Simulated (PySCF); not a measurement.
## Correlation energy of Zn (zinc, neutral)

[Ar] 3d10 4s1 5s1, high-spin 3S determinant (an excited configuration). Calculation: PySCF 2.14, in aug-cc-pVTZ-PP with one added diffuse shell each of s, p, d, f, g type with ECP10MDF (7s7p6d4f3g, 113 functions); a scalar-relativistic core potential. Frozen: 3s2 3p6; 12 electrons correlated.

MP2 pair energies summed by pair of shells (mhartree):

| pair | energy | share (%) |
| --- | --- | --- |
| 3d-3d | -460.59 | 92.8 |
| 3d-4s | -31.87 | 6.4 |
| 3d-5s | -2.25 | 0.5 |
| 4s-5s | -1.69 | 0.3 |

Total MP2 correlation energy: -496.39 mhartree.

Same-spin part -182.15 and opposite-spin part -314.24 mhartree; SCS-MP2 scales them by 1/3 and 6/5 to -437.80 mhartree.
